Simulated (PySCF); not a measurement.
PySCF job for CI₂, SMILES [C](I)I (connectivity only; charge and spin as stated), neutral, multiplicity 1, TDDFT-LC-ωPBE/def2-SVPD. The structure is a stationary point at B3LYP-D3(BJ)/def2-TZVP. The def2 effective core potentials stand for the cores of I; spin–orbit coupling is left out.

```python
import numpy as np
from pyscf import gto, scf, dft, tdscf

mol = gto.M(
    atom='''
    C     0.00000000    0.00000000    1.10833421
    I     0.00000000    1.75124123   -0.06273590
    I     0.00000000   -1.75124123   -0.06273590
    ''',
    basis='def2-SVPD',
    ecp={'I': 'def2-svp'},
    charge=0,
    spin=0,
    symmetry=True,
    max_memory=1600,
    verbose=4,
)
mf = dft.RKS(mol, xc='lc_wpbe').density_fit(auxbasis='def2-universal-jkfit')
mf.grids.level = 3
mf.conv_tol = 1e-9
mf.max_cycle = 100
mf.kernel()
mf.grids = dft.Grids(mol).set(level=1).build(with_non0tab=True)  # coarser grid for the response kernel
td = tdscf.TDDFT(mf)
td.singlet = True
td.nstates = 10
td.conv_tol = 1e-4
td.positive_eig_threshold = 1e-6
td.kernel(x0=td.get_init_guess(mf, 15))
td.analyze()
tt = tdscf.TDA(mf)
tt.singlet = False
tt.nstates = 4
tt.conv_tol = 1e-4
tt.positive_eig_threshold = 1e-6
tt.kernel(x0=tt.get_init_guess(mf, 9))
tt.analyze(verbose=3)
```

Log of the run:

```
PySCF version 2.14.0

[INPUT] verbose = 4
[INPUT] num. atoms = 3
[INPUT] num. electrons = 56
[INPUT] charge = 0
[INPUT] spin (= nelec alpha-beta = 2S) = 0
[INPUT] symmetry True subgroup None
[INPUT] Mole.unit = angstrom
[INPUT] Symbol           X                Y                Z      unit          X                Y                Z       unit  Magmom
[INPUT]  1 C      0.000000000000   0.000000000000   1.108334210000 AA    0.000000000000   0.000000000000   2.094448111386 Bohr   0.0
[INPUT]  2 I      0.000000000000   1.751241230000  -0.062735900000 AA    0.000000000000   3.309366302746  -0.118553669178 Bohr   0.0
[INPUT]  3 I      0.000000000000  -1.751241230000  -0.062735900000 AA    0.000000000000  -3.309366302746  -0.118553669178 Bohr   0.0

nuclear repulsion = 169.784714712118
point group symmetry = C2v
symmetry origin: [ 0.00000000e+00  0.00000000e+00 -2.36215766e-09]
symmetry axis x: [-1. -0. -0.]
symmetry axis y: [0. 1. 0.]
symmetry axis z: [0. 0. 1.]
num. orbitals of irrep A1 = 34
num. orbitals of irrep A2 = 13
num. orbitals of irrep B1 = 15
num. orbitals of irrep B2 = 28
number of shells = 34
number of NR pGTOs = 170
number of NR cGTOs = 90
basis = def2-SVPD
ecp = {'I': 'def2-svp'}


[settings echo left out]
init E= -570.047973923241
HOMO (A1) = -1.23352270943626  LUMO (B1) = -0.968983205647912  gap/eV = 7.19849
cycle= 1 E= -630.54019233736  delta_E= -60.5  |g|=    4  |ddm|=   12
HOMO (B1) = -0.0844875470476856  LUMO (B2) = -0.0670689669318856  gap/eV = 0.47398
cycle= 2 E= -629.136087169078  delta_E=  1.4  |g|= 3.97  |ddm|= 9.92
HOMO (A1) = -0.0616330462848538  LUMO (B2) = 0.0400556964757275  gap/eV = 2.76709
cycle= 3 E= -632.491844866774  delta_E= -3.36  |g|= 1.38  |ddm|= 4.91
HOMO (B2) = -0.332342931279529  LUMO (B1) = -0.23650109460839  gap/eV = 2.60799
cycle= 4 E= -633.276854576722  delta_E= -0.785  |g|= 0.54  |ddm|= 2.54
HOMO (A1) = -0.348972561590699  LUMO (B1) = -0.0862945260879  gap/eV = 7.14783
cycle= 5 E= -633.362719923715  delta_E= -0.0859  |g|= 0.143  |ddm|= 0.485
HOMO (A1) = -0.346239214711025  LUMO (B1) = -0.0641506840099408  gap/eV = 7.67602
cycle= 6 E= -633.370303202376  delta_E= -0.00758  |g|= 0.0281  |ddm|= 0.229
HOMO (A1) = -0.345468333548078  LUMO (B1) = -0.0612900525541722  gap/eV = 7.73288
cycle= 7 E= -633.370938428858  delta_E= -0.000635  |g|= 0.00967  |ddm|= 0.0813
HOMO (A1) = -0.346469100599737  LUMO (B1) = -0.0616528708169266  gap/eV = 7.75024
cycle= 8 E= -633.371112864468  delta_E= -0.000174  |g|= 0.00464  |ddm|= 0.0475
HOMO (A1) = -0.346738460830283  LUMO (B1) = -0.0610725071163962  gap/eV = 7.77337
cycle= 9 E= -633.371166301973  delta_E= -5.34e-05  |g|= 0.00125  |ddm|= 0.0368
HOMO (A1) = -0.346625717231136  LUMO (B1) = -0.0607829996075768  gap/eV = 7.77818
cycle= 10 E= -633.371169460596  delta_E= -3.16e-06  |g|= 0.000286  |ddm|= 0.00933
HOMO (A1) = -0.346611907143076  LUMO (B1) = -0.0607447615051857  gap/eV = 7.77884
cycle= 11 E= -633.371169599845  delta_E= -1.39e-07  |g|= 0.000139  |ddm|= 0.00144
HOMO (A1) = -0.346629527474354  LUMO (B1) = -0.060763230589874  gap/eV = 7.77882
cycle= 12 E= -633.371169613504  delta_E= -1.37e-08  |g|= 1.9e-05  |ddm|= 0.000366
HOMO (A1) = -0.346627175639966  LUMO (B1) = -0.0607604827818395  gap/eV = 7.77883
cycle= 13 E= -633.371169613918  delta_E= -4.14e-10  |g|= 4.24e-06  |ddm|= 7.81e-05
HOMO (A1) = -0.34662750669256  LUMO (B1) = -0.0607607957352361  gap/eV = 7.77883
Extra cycle  E= -633.371169613933  delta_E= -1.5e-11  |g|= 1.63e-06  |ddm|= 1.93e-05
converged SCF energy = -633.371169613933
tot grids = 21232
Overwritten attributes  positive_eig_threshold  of <class 'pyscf.tdscf.rks.TDDFT'>


******** <class 'pyscf.tdscf.rks.TDDFT'> for <class 'pyscf.df.df_jk.DFSymAdaptedRKS'> ********
nstates = 10 singlet
deg_eia_thresh = 1.000e-03
wfnsym = None
conv_tol = 0.0001
eigh lindep = 1e-12
eigh level_shift = 0
eigh max_cycle = 100


Excitation energies (eV)
[1.35265981 2.9542493  3.80213523 3.82272873 4.6476393  4.74853642
 5.0476737  5.26198039 5.4023787  6.00356   ]

** Singlet excitation energies and oscillator strengths **
Excited State   1:   B1      1.35266 eV    916.60 nm  f=0.0001
      24 -> 29       -0.13878
      28 -> 29        0.70814
Excited State   2:   A2      2.95425 eV    419.68 nm  f=0.0000
      27 -> 29       -0.70401
Excited State   3:   A1      3.80214 eV    326.09 nm  f=0.0066
      25 -> 29       -0.20370
      28 -> 30        0.65080
Excited State   4:   B2      3.82273 eV    324.33 nm  f=0.0862
      26 -> 29        0.67689
      27 -> 30        0.12427
Excited State   5:   B2      4.64764 eV    266.77 nm  f=0.0013
      27 -> 30        0.60219
      28 -> 31        0.24200
      28 -> 33        0.19298
      28 -> 38        0.11168
Excited State   6:   B1      4.74854 eV    261.10 nm  f=0.0006
      24 -> 29        0.69128
      28 -> 29        0.13065
Excited State   7:   A2      5.04767 eV    245.63 nm  f=0.0000
      25 -> 31        0.11561
      26 -> 30        0.67215
Excited State   8:   A1      5.26198 eV    235.62 nm  f=0.0183
      24 -> 30        0.18873
      25 -> 29        0.61502
      27 -> 31        0.14040
      27 -> 33        0.11525
      28 -> 30        0.16828
Excited State   9:   A2      5.40238 eV    229.50 nm  f=0.0000
      23 -> 29       -0.69890
Excited State  10:   B1      6.00356 eV    206.52 nm  f=0.0017
      25 -> 30        0.53818
      26 -> 31        0.33359
      26 -> 33        0.24475
      26 -> 38        0.13812

** Transition electric dipole moments (AU) **
state          X           Y           Z        Dip. S.      Osc.
  1        -0.0568     -0.0000      0.0000      0.0032      0.0001
  2         0.0000      0.0000      0.0000      0.0000      0.0000
  3         0.0000      0.0000      0.2669      0.0712      0.0066
  4         0.0000     -0.9594      0.0000      0.9204      0.0862
  5        -0.0000      0.1081     -0.0000      0.0117      0.0013
  6         0.0716     -0.0000      0.0000      0.0051      0.0006
  7        -0.0000      0.0000      0.0000      0.0000      0.0000
  8        -0.0000     -0.0000      0.3770      0.1421      0.0183
  9        -0.0000     -0.0000     -0.0000      0.0000      0.0000
 10        -0.1090     -0.0000      0.0000      0.0119      0.0017

WARN: ECP detected. Skipping calculation of transition velocity and magnetic dipole moments, which have not yet been implemented.

Overwritten attributes  positive_eig_threshold  of <class 'pyscf.tdscf.rks.TDA'>


******** <class 'pyscf.tdscf.rks.TDA'> for <class 'pyscf.df.df_jk.DFSymAdaptedRKS'> ********
nstates = 4 triplet
deg_eia_thresh = 1.000e-03
wfnsym = None
conv_tol = 0.0001
eigh lindep = 1e-12
eigh level_shift = 0
eigh max_cycle = 100


Excitation energies (eV)
[0.23410398 2.76710563 2.93927633 3.021399  ]

** Triplet excitation energies and oscillator strengths **
Excited State   1:   B1      0.23410 eV   5296.12 nm  f=0.0000
Excited State   2:   A2      2.76711 eV    448.06 nm  f=0.0000
Excited State   3:   B2      2.93928 eV    421.82 nm  f=0.0000
Excited State   4:   A1      3.02140 eV    410.35 nm  f=0.0000
```

Self-consistency was reached.

Cost: very roughly 30 core-seconds.
